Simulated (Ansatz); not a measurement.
Born–Oppenheimer molecular dynamics of BrCl3H2OZr (8 atoms, charge 0, multiplicity 1). It starts at the highest image of a converged band, a first-order saddle point between two minima.

All numbers below come from RKS revPBE-D4/def2-SVP (Ansatz).

```yaml
ensemble: NVE (velocity Verlet)
time_step: 0.5 fs
steps_asked: 200
starting_velocities_drawn_for: 100 K
seed: 11269
```

First frame:

```xyz
8
Properties=species:S:1:pos:R:3
Zr 0.202 0.302 -0.003
Cl -0.448 0.235 2.591
Cl 1.971 -0.110 -1.509
Cl -1.278 1.805 -1.025
O -0.675 -1.379 -0.079
H -1.077 -2.240 0.110
Br 1.871 2.042 1.383
H 0.671 1.256 2.404
```

Problem. How far do the bonds stretch over the last three quarters of this one trajectory? (Pairs bonded in most of those frames.)

Solution. 
```json
{"bond": "Zr1–Cl2", "mean (Å)": "2.670", "spread (Å)": "0.016", "shortest": "2.65", "longest": "2.69"}
{"bond": "Zr1–Cl3", "mean (Å)": "2.360", "spread (Å)": "0.008", "shortest": "2.35", "longest": "2.37"}
{"bond": "Zr1–Cl4", "mean (Å)": "2.348", "spread (Å)": "0.020", "shortest": "2.31", "longest": "2.37"}
{"bond": "Zr1–O5", "mean (Å)": "1.901", "spread (Å)": "0.012", "shortest": "1.88", "longest": "1.92"}
{"bond": "Zr1–Br7", "mean (Å)": "2.808", "spread (Å)": "0.005", "shortest": "2.80", "longest": "2.81"}
{"bond": "Cl2–H8", "mean (Å)": "1.538", "spread (Å)": "0.059", "shortest": "1.43", "longest": "1.64"}
{"bond": "O5–H6", "mean (Å)": "0.970", "spread (Å)": "0.004", "shortest": "0.96", "longest": "0.98"}
{"bond": "Br7–H8", "mean (Å)": "1.746", "spread (Å)": "0.045", "shortest": "1.67", "longest": "1.83"}
```

Pairs bonded in part of these frames only: Zr1–H8 19 %.

Mean temperature of the second half: 47 K. The conserved energy stayed within 0.015 meV per atom of its start (net change 0.0042 meV per atom), so the integration is sound. A run of 0.1 ps of so small a system gives no equilibrium averages. The orbitals stay closed-shell, which can raise the energy where a bond breaks towards radicals; this wasn't checked here.

Run time: 6.6 min on 4 threads of Arm Neoverse V2, on a shared host, peak memory 0.23 GiB.
